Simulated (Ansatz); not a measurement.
[Tb(NH3)6]3+ (TbN6H18³⁺). Total charge 3; septet. Geometry r2SCAN-D4/def2-SVP; atoms count from 1.

```xyz
25

Tb    0.000    0.000   -0.001
N     0.196    2.484   -0.225
H    -0.662    2.970   -0.525
H     0.896    2.811   -0.907
H     0.458    2.991    0.634
N    -0.190   -2.481    0.240
H     0.685   -2.969    0.484
H    -0.509   -2.987   -0.599
H    -0.845   -2.807    0.966
N    -1.869   -0.003   -1.663
H    -2.815    0.084   -1.263
H    -1.945   -0.848   -2.248
H    -1.843    0.756   -2.359
N     1.871   -0.020    1.659
H     1.769   -0.693    2.432
H     2.041    0.870    2.149
H     2.799   -0.250    1.274
N    -1.645    0.326    1.855
H    -2.072    1.263    1.905
H    -1.268    0.195    2.805
H    -2.464   -0.300    1.844
N     1.636   -0.306   -1.866
H     2.011   -1.261   -1.972
H     2.489    0.270   -1.811
H     1.277   -0.095   -2.808
```

In the def2 sets Tb takes a core potential; there is no spin–orbit coupling. With an open 4f shell the SCF may have ended on a state above the lowest.

Question: Estimate the Mulliken populations from the PBE0/def2-TZVP orbitals of Ansatz.

Answer: 
```
atom  charge (e)  spin (α − β)  d electrons
 Tb1        1.40          6.05        10.77
  N2       -0.72         -0.01            –
  H3        0.33          0.00            –
  H4        0.33          0.00            –
  H5        0.33          0.00            –
  N6       -0.72         -0.01            –
  H7        0.33          0.00            –
  H8        0.33          0.00            –
  H9        0.33          0.00            –
 N10       -0.72         -0.01            –
 H11        0.33          0.00            –
 H12        0.33          0.00            –
 H13        0.33          0.00            –
 N14       -0.72         -0.01            –
 H15        0.33          0.00            –
 H16        0.33          0.00            –
 H17        0.33          0.00            –
 N18       -0.72         -0.01            –
 H19        0.33          0.00            –
 H20        0.33          0.00            –
 H21        0.33          0.00            –
 N22       -0.72         -0.01            –
 H23        0.33          0.00            –
 H24        0.33          0.00            –
 H25        0.33          0.00            –
```
Mulliken values depend strongly on the basis.

Question: Where does the spin sit?

Answer: Summed by element: Tb 6.05, N -0.05, H 0.00, of 6 unpaired in all. Largest on single atoms: Tb1 6.05, N6 -0.01, N14 -0.01.

Question: And the Mayer bond orders between heavy atoms (over 0.3)?

Answer: Tb1–N2 0.56 (2.50 Å); Tb1–N6 0.56 (2.50 Å); Tb1–N10 0.56 (2.50 Å); Tb1–N14 0.56 (2.50 Å); Tb1–N18 0.56 (2.50 Å); Tb1–N22 0.56 (2.50 Å).
